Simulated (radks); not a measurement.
Valence configurations of Si II (all share [Ne]). Method: Dirac Kohn-Sham, LDA (Slater exchange, Perdew-Wang correlation), spin-unpolarised, spherical densities, finite nucleus; open shells fill j = l - 1/2 first; Fermi nuclear charge, rms radius 3.1224 fm; computed with a radial shooting solver on a logarithmic mesh with Libxc functionals. Energies are relative to 3s2 3p1; eigenvalues in eV.

| valence | E (eV) | e(3p1/2) | e(3p3/2) | e(3s1/2) |
|---|---|---|---|---|
| 3s2 3p1 | 0.000 | -11.768 | - | -19.094 |
| 3s1.5 3p1.5 | 3.677 | -12.083 | - | -19.466 |
| 3s1 3p2 | 7.383 | -12.384 | - | -19.822 |
| 3s0.5 3p2.5 | 11.138 | -12.678 | -12.632 | -20.170 |
| 3p3 | 14.920 | -12.959 | -12.913 | - |

NIST lists [Ne] 3s2 3p1 as the ground configuration; this level of theory agrees among the configurations tried. The energies are those of spherical spin-averaged densities, not of single terms.
